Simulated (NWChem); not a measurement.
# Atomisation of CH$_{7}$InS

```xyz
10

In     0.4983     0.5092     0.0000
H      1.3423     0.2691     1.5113
H      1.3423     0.2691    -1.5113
C     -1.4364     1.5534     0.0000
H     -2.0254     1.3082    -0.8973
H     -1.2591     2.6414     0.0000
H     -2.0254     1.3082     0.8973
S     -0.6304    -2.2487     0.0000
H     -1.5421    -2.0441     0.9791
H     -1.5421    -2.0441    -0.9791
```
Charge 0, spin multiplicity 1.

The numbers come from NWChem runs, not from measurements. Structure: optimised with B3LYP/def2-SVP with def2 effective core potentials on In, with no frequency check, so it may be a saddle point.

Basis set: def2-TZVP. The atomisation energy is electronic alone: no zero-point, thermal, spin-orbit or counterpoise terms. No value is extrapolated to the basis-set limit. Free atoms are single determinants with multiplicities In 2, H 2, C 3, S 3.

Effective core potentials replace the inner electrons of In; spin-orbit coupling is left out. B3LYP has NWChem's definition, with VWN1-RPA local correlation. The structure started from a generated list of species. No SCF solution was tested for a lower state. Open-shell Hartree-Fock references start from PBE0 orbitals.

**Question.** Order these methods by the atomisation energy they give, lowest first: HF, LDA (SVWN5), B3LYP, PBE, BP86, M06-2X.

**Answer.** HF (487.6 kcal/mol), B3LYP (655.6 kcal/mol), M06-2X (657.7 kcal/mol), PBE (659.7 kcal/mol), BP86 (675.8 kcal/mol), LDA (SVWN5) (748.7 kcal/mol)
